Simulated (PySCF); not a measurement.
C2H5BF2O.
Bonds: C1–B2, B2–F3, B2–O4, O4–C5, C5–F6. Hydrogens: H7, H8, H9 on C1; H10, H11 on C5.

Method: PBE0-D3(BJ)/def2-SVP geometry optimisation, gas phase (PySCF); density fitting, grid level 1; the optimiser is geomeTRIC in internal coordinates, started from a GFN2-xTB structure with every atom displaced at random (about 0.01 Å).

The end geometry, which sets the zero of energy:
```
atom  x, y, z in Å
C1      1.9090    0.1242    0.0275
B2      0.3588    0.2831    0.0078
F3     -0.2060    1.3268   -0.6041
O4     -0.4616   -0.6330    0.5921
C5     -1.8303   -0.4386    0.6664
F6     -2.1219    0.3529    1.7305
H7      2.3060    0.1158   -1.0005
H8      2.2352   -0.7862    0.5462
H9      2.3632    0.9978    0.5235
H10    -2.2999   -1.4227    0.8196
H11    -2.2182    0.0497   -0.2434
```

Question: These geometries come from the run, each turned onto the end geometry. Order them by energy, lowest first.
A.
```
atom  x, y, z in Å
C1      1.9431    0.1097    0.0335
B2      0.3508    0.3097   -0.0154
F3     -0.2102    1.3073   -0.7309
O4     -0.4315   -0.5431    0.6037
C5     -1.8433   -0.4316    0.6580
F6     -2.1983    0.0593    1.8940
H7      2.3143   -0.1423   -0.9487
H8      2.2368   -0.6254    0.7315
H9      2.4112    1.0728    0.3244
H10    -2.2937   -1.4232    0.5803
H11    -2.2449    0.2766   -0.0649
```
B.
```
atom  x, y, z in Å
C1      1.9096    0.1329    0.0285
B2      0.3606    0.2913   -0.0263
F3     -0.2043    1.3264   -0.6520
O4     -0.4642   -0.6366    0.5510
C5     -1.8321   -0.4337    0.6695
F6     -2.1052    0.1552    1.8612
H7      2.3340   -0.0891   -0.9634
H8      2.2158   -0.6597    0.7258
H9      2.3624    1.0839    0.3540
H10    -2.3241   -1.4188    0.6484
H11    -2.2183    0.2179   -0.1311
```
C.
```
atom  x, y, z in Å
C1      1.9009    0.1394    0.0289
B2      0.3514    0.2521   -0.0758
F3     -0.2191    1.2822   -0.6984
O4     -0.4821   -0.6778    0.5120
C5     -1.8363   -0.4267    0.6758
F6     -2.0182    0.1218    1.9011
H7      2.3830   -0.0835   -0.9379
H8      2.2031   -0.6283    0.7648
H9      2.3108    1.1064    0.3591
H10    -2.3558   -1.3974    0.6239
H11    -2.2034    0.2814   -0.0879
```
D.
```
atom  x, y, z in Å
C1      1.9080    0.1317    0.0384
B2      0.3589    0.3025    0.0150
F3     -0.2059    1.3607   -0.5742
O4     -0.4623   -0.6365    0.5622
C5     -1.8304   -0.4438    0.6558
F6     -2.1108    0.2861    1.7649
H7      2.2783    0.0010   -0.9927
H8      2.2264   -0.7336    0.6344
H9      2.3955    1.0396    0.4264
H10    -2.3008   -1.4341    0.7572
H11    -2.2226    0.0963   -0.2219
```

Answer: D (0.003 eV), B (0.014 eV), C (0.039 eV), A (0.188 eV).

In the order of the answer:

| step | E above end (eV) | largest force (eV/Å) | rms force component (eV/Å) | rms distance from end (Å) | rms bond change (Å) | bond most changed (Å) |
| --- | --- | --- | --- | --- | --- | --- |
| 7 | 0.003 | 0.06 | 0.019 | 0.069 | 0.001 | C1–H9 -0.001 |
| 2 | 0.014 | 0.34 | 0.087 | 0.154 | 0.003 | B2–O4 +0.008 |
| 1 | 0.039 | 0.78 | 0.224 | 0.192 | 0.007 | B2–O4 +0.019 |
| 0 | 0.188 | 3.04 | 0.940 | 0.206 | 0.030 | B2–O4 -0.049 |

What follows is the cost of the whole optimisation. On one thread, Arm Neoverse V1 (aarch64), shared host with 32 logical CPUs at a one-minute load of 29, this took 60 s and 0.44 GiB of memory at its peak.
